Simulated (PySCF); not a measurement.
PySCF 2.14 output of an unrestricted BP86 calculation on a single atom or ion in def2-QZVPPD with the def2 core potential (28 electrons), with scalar relativity through the core potential:

```
SCF conv_tol = 1e-09
number electrons alpha = 4  beta = 4
    A. D. Becke.,  Phys. Rev. A 38, 3098 (1988)
    J. P. Perdew.,  Phys. Rev. B 33, 8822 (1986)
cycle= 1 E= -23.9629445248049  delta_E= -0.00102  |g|= 0.0116  |ddm|= 0.166
cycle= 2 E= -23.9629992457989  delta_E= -5.47e-05  |g|= 0.00548  |ddm|= 0.0254
cycle= 3 E= -23.9630148580364  delta_E= -1.56e-05  |g|= 7.72e-06  |ddm|= 0.00839
cycle= 4 E= -23.9630148580598  delta_E= -2.34e-11  |g|= 3.75e-07  |ddm|= 2.02e-05
converged SCF energy = -23.9630148580598  <S^2> = -2.6645353e-15  2S+1 = 1
```

The run itself started from symmetry-adapted Hartree-Fock orbitals and held the occupation by maximum overlap, on a logarithmic radial grid, so the iterations belong to that start.

Q: Which element, charge and spin multiplicity is this?

A: Rb⁺ (rubidium, charge +1), multiplicity 1; the state was [Kr], closed-shell 1S.

Energies and moments cover only the electrons outside the core potential.
